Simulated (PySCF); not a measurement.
**Core-level binding energies of `C[AsH]Cc1ccccc1`**

Species: C8H11As.
Bonds: C1–As2, As2–C3, C3–C4, C4–C5 (aromatic), C5–C6 (aromatic), C6–C7 (aromatic), C7–C8 (aromatic), C8–C9 (aromatic), C4–C9 (aromatic). Hydrogens: H10, H11, H12 on C1; H13 on As2; H14, H15 on C3; H16 on C5; H17 on C6; H18 on C7; H19 on C8; H20 on C9.

Computed with PySCF 2.14.0, delta-SCF UKS SCAN, pcX-2 on the ionised atom, pcseg-1 elsewhere, spin-free X2C. Each binding energy is the total energy of the core-ionised species, with the hole localised on one atom, minus that of the ground state; both are solved self-consistently, so orbital relaxation is included.

**Question.** Give the core binding energies atom by atom.

**Answer.** 
| atom(s) | environment | level | binding energy (eV) | above the level's lowest (eV) | count |
| --- | --- | --- | --- | --- | --- |
| C1 | methyl carbon | C 1s | 290.20 | +0.26 | 1 |
| C3 | benzylic-type carbon | C 1s | 290.29 | +0.35 | 1 |
| C4 | substituted aromatic carbon | C 1s | 290.27 | +0.33 | 1 |
| C5/C9 | aromatic CH carbon | C 1s | 289.95 | +0.01 | 2 |
| C6/C8 | aromatic CH carbon | C 1s | 290.08 | +0.14 | 2 |
| C7 | aromatic CH carbon | C 1s | 289.94 | 0.00 | 1 |

The listed C 1s values span 0.35 eV, from C7 (bonded to 2 C (aromatic in the SMILES) and H) to C3 (bonded to C, 2 H and As). Summing the Pauling electronegativity differences to the bonded atoms, each weighted by its formal bond order, gives -0.35 for the lowest site and -1.07 for the highest; the largest sum, 0.00, belongs to C4, 0.02 eV below the top. The smallest sum, -1.42, belongs to C1, 0.26 eV above the lowest. The values 289.94 and 289.95 eV; the values 290.27 and 290.29 eV lie too close for their order to be trusted.

**Question.** Express the binding energy of C 1s of C5/C9 in atomic units and per mole.

**Answer.** 289.95 eV = 10.6555 Eh = 27976 kJ/mol.

**Question.** Which photon energy gives electrons from C 1s of C5/C9 a kinetic energy of 150 eV, and what is their de Broglie wavelength?

**Answer.** hν = 289.95 + 150 = 439.95 eV, recoil neglected; λ = 12.264 Å/√(E/eV) = 1.00 Å.

Topologically equivalent atoms share the value of their first member; where this conformer doesn't relate them by symmetry, their own values could differ. Spin contamination (⟨S²⟩ against 0.75 for a pure doublet) is marked for C 1s of C4 (0.86), which makes this value less certain. No level of arsenic is listed. The structure is a single PBE0-D3(BJ)/def2-SVP conformer in the gas phase; no vibrational or solvent corrections.

Conformer computed: `[CH3:1][AsH:2][CH2:3][c:4]1[cH:5][cH:6][cH:7][cH:8][cH:9]1`: C1–As2–C3–C4 -69°, As2–C3–C4–C5 105°.
